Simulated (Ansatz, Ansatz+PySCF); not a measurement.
```yaml
atoms:
  - { symbol: C, position_ang: [0.0000, 0.6262, -1.2346] }
  - { symbol: C, position_ang: [0.0000, -0.6262, -1.2346] }
  - { symbol: C, position_ang: [0.0000, 1.4625, -0.1339] }
  - { symbol: C, position_ang: [0.0000, -1.4625, -0.1339] }
  - { symbol: C, position_ang: [0.0000, 0.7026, 1.0546] }
  - { symbol: C, position_ang: [0.0000, -0.7026, 1.0546] }
  - { symbol: H, position_ang: [0.0000, 2.5544, -0.1303] }
  - { symbol: H, position_ang: [0.0000, -2.5544, -0.1303] }
  - { symbol: H, position_ang: [0.0000, 1.2297, 2.0135] }
  - { symbol: H, position_ang: [0.0000, -1.2297, 2.0135] }
```

Basis set: def2-SVP (spherical functions). Correlated methods keep 6 orbitals frozen. Charge 0, multiplicity 1.

Computed with Ansatz (development build ahead of 0.2.0); each method stands on the lowest determinant of its kind that the runs found. Restricted open shells among the atoms or ions are ROHF, correlated in semicanonical orbitals with singles. Restricted functionals stand beside restricted open-shell atoms, which can lie above the unrestricted atoms usual in DFT and then raise those values.

(1) Give the atomization energy at this shape (free ground-state atoms in the same class of orbitals less the molecule, no zero-point energy) of singlet C₆H₄ by ωB97X (restricted), ωB97X (unrestricted), r²SCAN (unrestricted), r²SCAN (restricted), PBE0 (restricted), PBE0 (unrestricted), PBE (restricted), PBE (unrestricted), RHF-MP2, UHF-MP2, UHF, RHF.

Answers

(1)

```csv
method,atomization energy
ωB97X (restricted),4921.4 kJ/mol
ωB97X (unrestricted),4879.6 kJ/mol
r²SCAN (unrestricted),4944.8 kJ/mol
r²SCAN (restricted),4989.3 kJ/mol
PBE0 (restricted),5012.5 kJ/mol
PBE0 (unrestricted),4986.9 kJ/mol
PBE (restricted),5139.4 kJ/mol
PBE (unrestricted),5119.8 kJ/mol
RHF-MP2,4825.0 kJ/mol
UHF-MP2,4628.1 kJ/mol
UHF,3632.5 kJ/mol
RHF,3602.9 kJ/mol
```

Caution for RHF-MP2, RHF: an unrestricted determinant lies well below. Caution for UHF-MP2: another reference gives a lower total. Caution for UHF-MP2, UHF: the determinant breaks the point group; the unrestricted determinant is a mixture of spin states.
